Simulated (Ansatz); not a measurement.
Wavefunction ladder for `CC(N)BF`

```xyz
12

C    -0.2120    1.3484    0.0572
C    -0.1660   -0.1563   -0.1914
N    -0.8212   -0.8718    0.8895
B     1.2786   -0.6706   -0.4812
F     1.6726   -1.8452   -0.0086
H     0.2740    1.8993   -0.7514
H    -1.2456    1.6987    0.1272
H     0.2846    1.5952    0.9980
H    -0.6535   -0.3235   -1.1811
H    -0.6419   -1.8660    0.8456
H    -1.8232   -0.7326    0.8750
H     2.0536   -0.0757   -1.1788
```

Total charge 0; spin multiplicity 1. Geometry: relaxed with PBE0-D4/def2-TZVP. It is one conformer, not always the lowest. Frozen core, restricted reference, Ansatz 0.2.0. CBS rows extrapolate triple and quadruple zeta; past MP2 they add the triple-zeta difference.

```csv
basis,HF (Eh),MP2 corr.
def2-TZVPP,-258.53923,-0.91114
def2-QZVPP,-258.55151,-0.97921
```

(1) Estimate the CCSD correlation energy and the (T) correction in each basis where they were run (hartree).

Results:

(1) 
```tsv
basis	CCSD corr.	(T)
def2-TZVPP	-0.94977	-0.03382
CBS(def2)	-1.06826	as TZ
```
